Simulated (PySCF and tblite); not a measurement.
Results of a calculation; reference values are marked as such.
System: CH4BBrO2, numbered as in [CH3:1][O:2][B:3]([OH:4])[Br:5].

Motion: rotation about the B3–O4 bond (torsion O2–B3–O4–H from 0° to 180°, rising). GFN2-xTB gives an electronic barrier of 8.3 kcal/mol and a reaction energy of 2.2 kcal/mol.

Spin–orbit effects of heavy atoms on shieldings are missing.

PBE/pcSseg-1 + D3(BJ) on B3LYP-D3(BJ)/def2-SVP geometries gives 8.4 kcal/mol and k(298 K) = 4.5×10⁷ s⁻¹.

Task: What does PBE/pcSseg-1 + D3(BJ), IEF-PCM water give on B3LYP-D3(BJ)/def2-SVP geometries?

Result: A barrier of 7.5 kcal/mol, 0.9 below the first DFT barrier (from unrounded values), a reaction energy of 0.1 kcal/mol and, with GFN2-xTB thermal terms, ΔG‡(298 K) = 6.5 kcal/mol and k = 2.1×10⁸ s⁻¹ (2 equivalent paths).

Programs: tblite and PySCF.
